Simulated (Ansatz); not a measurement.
Program: Ansatz. Geometries: PBE0-D4/def2-TZVP. ΔE: electronic, gas phase. CBS: MP2 limit from def2 TZ/QZ plus the TZ coupled-cluster correction, frozen cores. Functionals use def2-TZVPP. B3LYP here is the variant with VWN-RPA as its local correlation; programs differ in this. Each species was taken in one conformer, which may not be the lowest.

`N[SiH2]CBS` + `N[SiH](F)S` → `N[SiH2]S[SiH](N)F` + `CBS`  (ligand exchange at the Si–C bond)

`N[SiH2]CBS`:

```xyz
13

N     0.124    1.719    0.564
Si   -0.735    0.302    1.023
C     0.076   -1.196    0.215
B     0.022   -1.027   -1.317
S     1.273   -0.198   -2.288
H     0.199    1.963   -0.411
H     0.051    2.545    1.136
H    -2.184    0.284    0.662
H    -0.639    0.211    2.504
H     1.089   -1.243    0.625
H    -0.502   -2.062    0.554
H    -0.921   -1.376   -1.965
H     2.148    0.077   -1.303
```

`N[SiH](F)S`:

Cartesian coordinates in Å:
```
N -0.195 -1.228 0.626
Si 0.035 0.391 0.208
F -1.296 1.267 0.044
S 0.983 0.383 -1.691
H -0.267 -1.527 1.584
H -0.546 -1.912 -0.024
H 0.793 1.042 1.295
H 0.493 1.584 -2.041
```

`N[SiH2]S[SiH](N)F`:

```xyz
13

N    -1.494   -0.634    1.169
Si   -0.520    0.734    1.471
S     0.031    1.947   -0.242
Si    0.534    0.385   -1.562
N     1.366   -0.837   -0.707
F    -0.741   -0.357   -2.182
H    -1.067   -1.401    0.670
H    -2.446   -0.499    0.864
H     0.726    0.284    2.133
H    -1.266    1.686    2.327
H     1.220    0.994   -2.724
H     1.563   -1.718   -1.156
H     2.096   -0.583   -0.061
```

`CBS`:

Cartesian coordinates in Å:
```
C -0.044 0.750 -0.806
B 0.024 -0.104 0.496
S 0.035 -1.883 0.386
H 0.820 1.423 -0.848
H -0.920 1.407 -0.768
H -0.081 0.178 -1.735
H 0.068 0.400 1.578
H 0.098 -2.171 1.696
```

Q: Is it downhill or uphill in electronic energy at CCSD(T)/CBS, and by how much? (Estimate.)

A: Ansatz gave: Downhill: ΔE = -0.60 eV.

Q: What do these levels give: PBE-D4, r2SCAN-D4, B3LYP-D4, ωB97M-V, B2PLYP, r2SCAN, PBE0, B3LYP, HF/def2-QZVPP, SCS-MP2/def2-QZVPP, HF/CBS(def2), MP2/CBS(def2)? (An estimate is asked.)

A: Ansatz gave: PBE-D4 -0.63, r2SCAN-D4 -0.64, B3LYP-D4 -0.62, ωB97M-V -0.60, B2PLYP -0.60, r2SCAN -0.63, PBE0 -0.61, B3LYP -0.58, HF/def2-QZVPP -0.61, SCS-MP2/def2-QZVPP -0.61, HF/CBS(def2) -0.61, MP2/CBS(def2) -0.63 eV.

Largest T1 diagnostic among the species: 0.013.

The D4 term adds −0.04 eV with B3LYP and −0.02 eV with PBE0; it sums over pairs of atoms, weighted by their polarisabilities, and B3LYP, whose exchange is more repulsive, gets the larger term.
